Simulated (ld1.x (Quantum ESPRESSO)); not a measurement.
# Before and after: PAW potential for Ge

- Element: germanium
- Generator: ld1.x (Quantum ESPRESSO) 7.5
- Type: PAW
- Functional: PBE
- Relativity: scalar-relativistic
- Frozen core: [Ar] 3d10
- Valence charge: 4
- Reference configuration: 4s2 4p1.5 (charge +0.5)
- Partial waves: 4s (bound): rcut 1.35, rcutus 1.65 bohr; 4s channel at -0.45 Ry: rcut 1.35, rcutus 1.65 bohr; 4p (bound): rcut 2.00, rcutus 2.45 bohr; 4p channel at 1 Ry: rcut 2.00, rcutus 2.45 bohr
- Local potential: all-electron potential smoothed inside 1.35 bohr (lloc = -2)
- Core correction: Bessel-smoothed model core inside 1.10 bohr
- Augmentation charge: PSQ, inside the norm-conserving radii

Change: all radii but the core radius scaled by about 1.05 (s 1.74, p 2.58 bohr, rcut 1.42/2.10); local potential all-electron potential smoothed inside 1.42 bohr (lloc = -2).

Cutoffs: the cutoffs (Ry, on a coarse ladder) from which the occupation-weighted sum of valence levels, in a spherical-Bessel basis at the reference potential, stays within 10 and 1 mRy of its value at 400 Ry; they do not see the model core or the augmentation charge, which bear on the density cutoff. Errors are all-electron minus pseudo energies relative to the spin-unpolarised reference configuration.

Task: Predict the effect on cutoff, ghosts and configuration errors.

Result: The potential gets softer (12 Ry and 18 Ry → 10 Ry and 15 Ry); the number of tests with a reliable result goes from 7 to 3 (the test run of the changed file stopped, so its transferability is not established); the errors of the 3 common tests hardly move; neither file shows a bound ghost. A larger radius leaves more room for a smooth pseudo-wave, so fewer plane waves are needed.

```tsv
quantity	base	changed
cutoff, loose	12 Ry	10 Ry
cutoff, tight	18 Ry	15 Ry
loose cutoff by channel (10 mRy a level)	s 10 Ry, p 6 Ry	s 8 Ry, p 6 Ry
bound ghosts	none	none
tests with a reliable result	7 of 7	3 of 7 (the test run stopped)
error for 4s2 4p2, meV [ΔE -2.80 eV]	-0.4	-0.4
error for 4s2 4p1, meV [ΔE 4.64 eV]	-2.9	-2.9
error for 4s2 4p0, meV [ΔE 20.08 eV]	-44	-44
lowest overlap eigenvalue by channel	s 0.45, p 0.62	s 0.42, p 0.61
```
